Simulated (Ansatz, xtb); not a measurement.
# Isomers of C6H5N in order of energy

4 gas-phase structures of C6H5N, from a drawn sample of its isomers (lower ones may exist). Each was relaxed with GFN2-xTB:

A. `CC#C/C=C\C#N`, a singlet
B. `C#Cn1cccc1`, a singlet
C. `N#CC#CC1CC1`, a singlet
D. `C#Cc1ccc[nH]1`, a singlet

Question: Estimate their order in r2SCAN-D4/def2-SVP//GFN2-xTB energy at these geometries, lowest first.

Answer: Calculated order at r2SCAN-D4/def2-SVP//GFN2-xTB: D (0.0), B (65.6), A (78.7), C (108.7) kJ/mol.

Energies above the lowest of each column, in kJ/mol; the last columns are at r2SCAN-D4/def2-SVP geometries and were run for some of them only (a dash: not run or not comparable):

```
structure  GFN2-xTB  HF/STO-3G  r2SCAN-D4/def2-SVP//GFN2-xTB  r2SCAN-D4/def2-SVP  CCSD(T)/def2-SVP + ΔMP2/def2-TZVPP
        D       2.9        0.0                           0.0                 0.0                                 0.0
        B       0.0       41.2                          65.6                64.3                                59.2
        A     131.9       32.2                          78.7                78.6                                41.0
        C     134.4       29.2                         108.7                   –                                   –
```

CCSD(T)/def2-SVP + ΔMP2/def2-TZVPP puts D lowest of those it was run on; GFN2-xTB picks B. CCSD(T)/def2-SVP + ΔMP2/def2-TZVPP orders those it was run on as D (0.0), A (41.0), B (59.2) kJ/mol. A keeps a small imaginary mode. Frequencies (GFN2-xTB) were run for A, B, D alone. ΔMP2 is the change of the MP2 energy from the smaller to the larger basis.

Over these structures GFN2-xTB departs from r2SCAN-D4/def2-SVP//GFN2-xTB by 35.4 kJ/mol on average once a common shift is removed. A GFN2-xTB relaxation took about 0.15 s and the r2SCAN-D4/def2-SVP//GFN2-xTB energy about 2.4 s on a shared host (Ansatz 0.2.0, xtb 6.7.1).
